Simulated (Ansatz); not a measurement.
`FC[SiH](F)[SiH3]` + H₂ → `F[SiH2][SiH3]` + `CF` at 700 K and 1 bar (hydrogenolysis of the Si–C bond).

Computed with Ansatz on PBE0-D4/def2-TZVP structures; ΔE is electronic, products minus reactants. CCSD(T)/CBS adds triple-zeta CCSD(T) − MP2 to the extrapolated MP2 energy (def2 sets, frozen cores). This one scheme is used for every species. One conformer a species, not always the lowest.

```json
{"species": "`FC[SiH](F)[SiH3]`", "CCSD(T)/CBS energy (Eh)": "-819.44559", "H − E (kJ/mol)": "261.5", "S (J/(mol·K))": "506.9"}
{"species": "H₂", "CCSD(T)/CBS energy (Eh)": "-1.17544", "H − E (kJ/mol)": "46.8", "S (J/(mol·K))": "155.3"}
{"species": "`F[SiH2][SiH3]`", "CCSD(T)/CBS energy (Eh)": "-681.00067", "H − E (kJ/mol)": "179.4", "S (J/(mol·K))": "406.1"}
{"species": "`CF`", "CCSD(T)/CBS energy (Eh)": "-139.63461", "H − E (kJ/mol)": "133.6", "S (J/(mol·K))": "263.9"}
```

H − E and S are ideal-gas, rigid-rotor, harmonic terms from PBE0-D4/def2-TZVP, for one conformer and one mirror image of each species. For small species the MP2-based limit differs from directly extrapolated CCSD(T) by up to some mEh (0.8 for H₂); such offsets cancel only in part. 1 Eh = 2625.50 kJ/mol, R = 8.31446 J/(mol·K).

Q: By hand: ΔE, ΔH, ΔS and ΔG.

A: ΔE = (-681.00067) + (-139.63461) − (-819.44559) − (-1.17544) = -0.01425 Eh = -37.4 kJ/mol. Δ(H − E) = 179.4 + 133.6 − 261.5 − 46.8 = 4.7, so ΔH = -32.7 kJ/mol. ΔS = 406.1 + 263.9 − 506.9 − 155.3 = 7.8 J/(mol·K). ΔG = -32.7 − 700 × (7.8)/1000 = -38.2 kJ/mol.

Q: By hand: the equilibrium constant, and the temperature at which ΔG would vanish if ΔH and ΔS stayed fixed.

A: log₁₀ K = −ΔG/(RT ln 10) = 2.9. ΔH and −TΔS have one sign here, so there is no such temperature.

The number of gas molecules stays the same, so ΔS is small and ΔH decides. A doubt of 5 kJ/mol in ΔE shifts log₁₀ K by 0.4 here. Other conformers and mirror images would add mixing entropy, several J/(mol·K) or more a flexible species. Modes under 60 cm⁻¹, often nearly free rotors, make the harmonic entropy too high. These are equilibria of isolated gas molecules and say nothing of rates. Largest T1 diagnostic: 0.012 (customary marks: 0.02 for closed shells, 0.045 for open ones).

ΔS is within the doubt of such terms, so its sign, and with it that verdict, could turn.
